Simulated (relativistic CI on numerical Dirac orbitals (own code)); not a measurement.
Computed by Dirac-Coulomb-Breit CI, separate exchange-only KLI orbitals for each configuration, model QED (radiative potential, 1s self-energy scaled to tabulated hydrogen-like ionisation energies), unscaled Slater integrals (own radial code, finite nucleus).

The strongest absorption lines from the ground level of an ion, among the configurations computed and to levels below about 102 eV (vacuum wavelength in Å, gf): 168.98 (0.021), 169.38 (0.014), 219.78 (0.033), 221.11 (0.024), 742.18 (1.2), 784.82 (0.57).

(1) Which ion is it?
A. Br6+
B. Ga2+
C. Br8+
D. Rb8+

Answers

(1) A. Br6+ has 29 electrons and the ground level 3d¹⁰4s ²S1/2; the strongest line goes to 3d¹⁰4p ²P°3/2. The pattern of lines fixes the number of electrons, and along that sequence the line energies rise steadily with the charge (about as its square where n changes within one kind of shell, about linearly where n is kept but much faster in heavy ions where fine structure, which grows about as Z⁴, sets the gap, and irregularly where shells cross), which fixes Z. Configurations outside the model, such as inner-shell arrays, can give stronger lines. At this charge configurations can still be misplaced by up to about 7 % of their energy. 2 of the 2 excited levels that our extract of the measured tables holds in this range could be paired (the sources list more); they are missed by 2935 cm⁻¹ on average and 2969 at most, and levels without a partner can miss by more.

LS names give the leading component of a level, which can be under half, so a name can repeat, a term be missing and a line seem to break the LS rules.
